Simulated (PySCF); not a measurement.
# How methods differ on the ionisation energy of P²⁺

P²⁺ [Ne] 3s2 3p1 (2P) → P³⁺ [Ne] 3s2 (1S), as a difference of total energies. All numbers are calculated (PySCF 2.14, scalar relativity by spin-free X2C-1e, in aug-cc-pCVTZ-DK). Correlated levels: valence: [Ne] frozen; valence and next inner shell: 1s2 frozen; nothing frozen. The calculations carry no spin-orbit coupling.

| method | ionisation energy (eV) | plus first-order spin-orbit estimate | error of that sum (eV) |
| --- | --- | --- | --- |
| UHF | 29.572 | 29.614 | -0.589 |
| LDA | 30.192 | 30.233 | +0.030 |
| PBE | 30.227 | 30.268 | +0.065 |
| PBE0 | 30.250 | 30.291 | +0.088 |
| r2SCAN | 30.363 | 30.404 | +0.201 |
| revPBE | 30.229 | 30.270 | +0.067 |
| wB97X-V | 30.068 | 30.109 | -0.094 |
| wB97X | 30.122 | 30.163 | -0.040 |
| LC-wPBE | 30.418 | 30.459 | +0.256 |
| MP2 (valence) | 29.873 | 29.914 | -0.289 |
| SCS-MP2 (valence) | 29.862 | 29.904 | -0.299 |
| MP2 (valence and next inner shell) | 29.903 | 29.944 | -0.259 |
| SCS-MP2 (valence and next inner shell) | 29.887 | 29.928 | -0.275 |
| MP2 (all electrons) | 29.906 | 29.947 | -0.256 |
| SCS-MP2 (all electrons) | 29.890 | 29.931 | -0.272 |

Reference: 30.203 eV (measured; NIST Atomic Spectra Database, ionization energies).

A first-order spin-orbit estimate (lowest level to lowest level, LS coupling) adds 0.041 eV.

Errors of the correlated levels include the incompleteness of this basis and the frozen core.
